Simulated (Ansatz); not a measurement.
Basis-set extrapolation for `CS[Si](O)(O)F` (PBE0-D4/def2-TZVP geometry, frozen core, the Gaussian-basis code of Ansatz). Multiplicity 1, RHF reference.

```json
{"": "HF", "def2-TZVPP": "-976.784838", "def2-QZVPP": "-976.819811"}
{"": "MP2 correlation", "def2-TZVPP": "-1.192725", "def2-QZVPP": "-1.294378"}
{"": "CCSD(T) correlation", "def2-TZVPP": "-1.271423", "def2-QZVPP": "not run"}
```

Energies in hartree. Use E(X) = E(∞) + A·exp(−7.88·√X) for Hartree–Fock and E(X) = E(∞) + B·X^(−2.97) for correlation, with X = 3 and 4, and add CCSD(T) minus MP2 of the smaller set to the MP2 limit.

What is the CCSD(T) energy at the basis-set limit?

HF limit: -976.819811 + (-0.034973) × 0.13774 = -976.82463. MP2 limit: -1.294378 + (-0.101653) × 0.74074 = -1.36968. Higher-order term: -1.271423 − (-1.192725) = -0.07870. Total: -978.27301 hartree, 136.0 kcal/mol below CCSD(T)/def2-TZVPP.
